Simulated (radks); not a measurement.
Values are calculated unless marked as measured or tabulated.
Question: These are the eigenvalues of the occupied orbitals of an atom or ion with whole-number occupations (hartree). Code: a radial shooting solver on a logarithmic mesh with Libxc functionals. Model: Dirac Kohn-Sham, PBEsol, spin-unpolarised, spherical densities, point nucleus.

orbital  eigenvalue
1s1/2     -324.8907
2s1/2     -38.99414
2p1/2     -34.17033
2p3/2     -33.41817
3s1/2      -4.20316
3p1/2      -2.70908
3p3/2      -2.61415
3d3/2      -0.19197
3d5/2      -0.18204
4s1/2      -0.16937

Which element is it, and in what charge state? The configuration may be excited. Open shells, if any, are shared by 2j + 1.

Answer: Z = 29, copper, charge 0: Cu in [Ar] 3d10 4s1. The list shows which subshells hold electrons but not how many an open one holds; the 1s level, -324.89 hartree, gives Z - s = 25.5 by -(Z - s)^2/2, which with screening and relativity narrows Z to a few neighbours, and the depths of the outer levels then fix element, charge and occupations together.
